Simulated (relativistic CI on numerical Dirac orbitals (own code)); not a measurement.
**L2,3 absorption of copper in several valence states**

Computed multiplet spectra 2p⁶3dⁿ → 2p⁵3dⁿ⁺¹ (Dirac-Coulomb-Breit ions, Slater integrals scaled by 0.8, an assumed crystal field that grows with the charge, no charge transfer; 300 K; Lorentzian 0.4 eV and Gaussian 0.3 eV FWHM at both edges, so that L2 comes out sharper than in experiment). Peaks over 5 % are given in eV from the highest peak in the L3 region of each spectrum (height, largest 100). S of the lowest state is read from ⟨S²⟩, and the branching ratio is the share of L3, cut at the minimum between the edges.

Field parameters in Wybourne normalisation: Td as Oh with Dq negative (B⁴₀ = 21Dq, B⁴₄ = √(5/14) B⁴₀). The field is a parameter set, without covalency.

- Cu2+ (d9, Td, 10Dq = -7600 cm⁻¹): S = 0.50, branching ratio 1.00; peaks 0.0 (100)
- Cu3+ (d8, Td, 10Dq = -9800 cm⁻¹): S = 1.00, branching ratio 0.91; peaks 0.0 (100), 0.6 (60), 2.9 (15), 22.1 (12)
- Cu4+ (d7, Td, 10Dq = -12000 cm⁻¹): S = 1.50, high spin, branching ratio 0.75; peaks 0.0 (100), 0.5 (79), 1.4 (50), 1.8 (49), 2.9 (21), 3.7 (19), 5.0 (9), 5.7 (8), 20.1 (14), 20.7 (27), 21.5 (43), 23.8 (6), 24.5 (8)

The centroid of the whole edge, which also moves with the branching ratio, lies at 931.7 (Cu2+), 936.4 (Cu3+), 943.7 (Cu4+) eV in this ionic model, in steps of 4.7 to 7.3 eV. Compounds show about 1 to 2 eV a unit and lower energies for the high valences, since ligands screen the charge. The multiplet shape follows the d count and the spin state, and so serves as a fingerprint of valence. For d9 in this field spin-orbit coupling puts the hole into a state that the L2 transition cannot reach; a distortion restores L2.
